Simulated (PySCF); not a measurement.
TeF4, SMILES F[Te](F)(F)F.

The structure is a stationary point at PBE0-D3(BJ)/def2-SVP. The geometry has at least one imaginary mode, so it is a saddle point at that level. The isomer is the one that the SMILES or the coordinates give; other isomers of the formula were not compared. The def2 effective core potentials stand for the cores of Te; spin–orbit coupling is left out.

Two levels are set side by side: TDDFT-PBE/def2-SVPD (PySCF) and TDDFT-ωB97X/def2-SVPD (PySCF). Vertical, same geometry. The lowest singlet is HOMO−1→LUMO 100 % with PBE and HOMO→LUMO 97 % with the other functional; states are paired by order. Differences are taken from unrounded values.

```tsv
quantity	TDDFT-ωB97X
lowest singlet excitation (eV)	6.67
lowest triplet excitation (TDA) (eV)	5.95
```

Problem. What does TDDFT-PBE give, and how far is it from TDDFT-ωB97X? (The exact figures need the calculation; the answer reports its results.)

Solution. 
```csv
quantity,TDDFT-PBE,TDDFT-PBE minus TDDFT-ωB97X
lowest singlet excitation (eV),5.80,-0.87
lowest triplet excitation (TDA) (eV),5.35,-0.60
```

A lower first singlet is the usual sign of a functional without exact exchange. Differences between two approximate levels are no errors against the true value.

Rough cost on one machine, each run with all the roots and properties that it gave: TDDFT-ωB97X against TDDFT-PBE about 6 times.
